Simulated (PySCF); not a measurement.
Si(H)(F)(Et)(OH) (C2H7FOSi), SMILES CC[SiH](O)F.

Coordinates come from a PBE-D3(BJ)/def2-SVP optimisation. The values are those of a single conformer.

These are TDA-B3LYP/def2-SVPD run with PySCF 2.14.0 values and carry that method's errors.

Vertical excitations. Isolated molecule, no solvent.

Computed UV-visible absorptions:
```json
[
 {"state": "S1", "energy (eV)": "7.26", "λ (nm)": "171", "f": "0.012", "main pairs": "HOMO→LUMO 98 %"},
 {"state": "S2", "energy (eV)": "7.81", "λ (nm)": "159", "f": "0.002", "main pairs": "HOMO→LUMO+1 96 %"},
 {"state": "S3", "energy (eV)": "8.08", "λ (nm)": "153", "f": "0.014", "main pairs": "HOMO→LUMO+2 72 %, HOMO−1→LUMO 25 %"},
 {"state": "S4", "energy (eV)": "8.15", "λ (nm)": "152", "f": "0.038", "main pairs": "HOMO−1→LUMO 70 %, HOMO→LUMO+2 25 %"},
 {"state": "S5", "energy (eV)": "8.71", "λ (nm)": "142", "f": "0.011", "main pairs": "HOMO−2→LUMO 94 %"},
 {"state": "S6", "energy (eV)": "8.76", "λ (nm)": "142", "f": "0.114", "main pairs": "HOMO→LUMO+3 97 %"},
 {"state": "S7", "energy (eV)": "9.07", "λ (nm)": "137", "f": "0.007", "main pairs": "HOMO−3→LUMO 41 %, HOMO−1→LUMO+1 30 %, HOMO−2→LUMO+1 14 %"},
 {"state": "S8", "energy (eV)": "9.10", "λ (nm)": "136", "f": "0.009", "main pairs": "HOMO→LUMO+4 82 %"},
 {"state": "S9", "energy (eV)": "9.23", "λ (nm)": "134", "f": "0.079", "main pairs": "HOMO−1→LUMO+1 40 %, HOMO→LUMO+5 18 %, HOMO−3→LUMO 15 %, HOMO→LUMO+4 11 %"},
 {"state": "S10", "energy (eV)": "9.27", "λ (nm)": "134", "f": "0.003", "main pairs": "HOMO−2→LUMO+1 67 %, HOMO→LUMO+5 19 %"},
 {"state": "T1", "energy (eV)": "7.05", "λ (nm)": "176", "f": "0", "main pairs": "HOMO→LUMO 93 %"},
 {"state": "T2", "energy (eV)": "7.51", "λ (nm)": "165", "f": "0", "main pairs": "HOMO→LUMO+1 90 %"},
 {"state": "T3", "energy (eV)": "7.74", "λ (nm)": "160", "f": "0", "main pairs": "HOMO−1→LUMO 77 %"},
 {"state": "T4", "energy (eV)": "7.84", "λ (nm)": "158", "f": "0", "main pairs": "HOMO→LUMO+2 82 %"}
]
```
Triplets are in the Tamm–Dancoff approximation.
